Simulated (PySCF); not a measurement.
C2H5O, SMILES [CH2]CO, multiplicity 2.

The structure is a stationary point at PBE0-D3(BJ)/def2-TZVP. The isomer is the one that the SMILES or the coordinates give; other isomers of the formula were not compared. Other conformers were not sampled.

Two levels are set side by side: PBE/def2-TZVPD (PySCF) and PBE0/def2-TZVPD (PySCF). Same geometry, gas phase. Differences are taken from unrounded values.

```json
[
 {"quantity": "α-spin orbital gap (eV)", "PBE0": "6.73", "PBE": "4.70", "PBE minus PBE0": "-2.02"},
 {"quantity": "β-spin orbital gap (eV)", "PBE0": "6.42", "PBE": "3.52", "PBE minus PBE0": "-2.90"},
 {"quantity": "dipole moment (D)", "PBE0": "1.52", "PBE": "1.41", "PBE minus PBE0": "-0.11"},
 {"quantity": "mean polarisability (bohr³)", "PBE0": "33.0", "PBE": "35.4", "PBE minus PBE0": "2.4"}
]
```

PBE's more diffuse valence density responds more strongly to a field. Differences between two approximate levels are no errors against the true value.

Rough cost on one machine, each run with all the roots and properties that it gave: PBE0 against PBE within a factor of 2.
